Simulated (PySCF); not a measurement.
1,1-dichloroprop-1-ene (C3H4Cl2), SMILES CC=C(Cl)Cl. Atoms are numbered in the order given.

```xyz
9

C      0.7325    -2.3630     0.0000
C      1.0454    -0.9009     0.0000
C      0.1583     0.1005     0.0000
Cl    -1.5679    -0.1352     0.0000
Cl     0.6438     1.7728     0.0000
H      1.1721    -2.8535     0.8853
H     -0.3492    -2.5494     0.0000
H      1.1721    -2.8535    -0.8853
H      2.0981    -0.6028     0.0000
```

The structure is a stationary point at B3LYP-D3(BJ)/def2-SVP.

All values below come from PBE/def2-TZVP (PySCF).

ESP charges are fitted to the potential on shells at 1.4 to 2.0 van der Waals radii. Atomic charges (e):

| atom | ESP fit | Löwdin |
|---|---|---|
| C1 | -0.36 | -0.30 |
| C2 | 0.08 | -0.25 |
| C3 | -0.15 | -0.78 |
| Cl4 | 0.01 | 0.39 |
| Cl5 | -0.03 | 0.39 |
| H6 | 0.12 | 0.14 |
| H7 | 0.12 | 0.13 |
| H8 | 0.12 | 0.14 |
| H9 | 0.09 | 0.15 |

Give the Mayer and Wiberg (Löwdin basis) orders of the bonds. (The exact figures need the calculation; the answer reports its results.)


| bond | Mayer | Wiberg |
|---|---|---|
| C1–C2 | 1.02 | 1.32 |
| C2–C3 | 1.81 | 2.03 |
| C3–Cl4 | 1.16 | 1.71 |
| C3–Cl5 | 1.12 | 1.72 |
| C1–H6 | 0.95 | 0.88 |
| C1–H7 | 0.96 | 0.89 |
| C1–H8 | 0.95 | 0.88 |
| C2–H9 | 0.93 | 0.81 |
